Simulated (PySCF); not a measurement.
# Ionisation energy of Zn⁺ by level of theory

Zn⁺ [Ar] 3d10 4s1 (2S) → Zn²⁺ [Ar] 3d10 (1S), as a difference of total energies. Computed with PySCF 2.14 in x2c-SVPall, with scalar relativity by spin-free X2C-1e. Correlated levels: valence: [Ar] frozen. The calculations carry no spin-orbit coupling.

```json
{"method": "UHF", "ionisation energy (eV)": "16.838", "error (eV)": "-1.126"}
{"method": "M06-L", "ionisation energy (eV)": "17.943", "error (eV)": "-0.021"}
{"method": "BP86", "ionisation energy (eV)": "18.701", "error (eV)": "+0.737"}
{"method": "MP2 (valence)", "ionisation energy (eV)": "17.287", "error (eV)": "-0.677"}
{"method": "SCS-MP2 (valence)", "ionisation energy (eV)": "17.225", "error (eV)": "-0.739"}
{"method": "CCSD (valence)", "ionisation energy (eV)": "17.235", "error (eV)": "-0.729"}
{"method": "CCSD(T) (valence)", "ionisation energy (eV)": "17.272", "error (eV)": "-0.692"}
```

Reference: 17.964 eV (measured; NIST Atomic Spectra Database, ionization energies).

Errors of the correlated levels include the incompleteness of this basis and the frozen core.
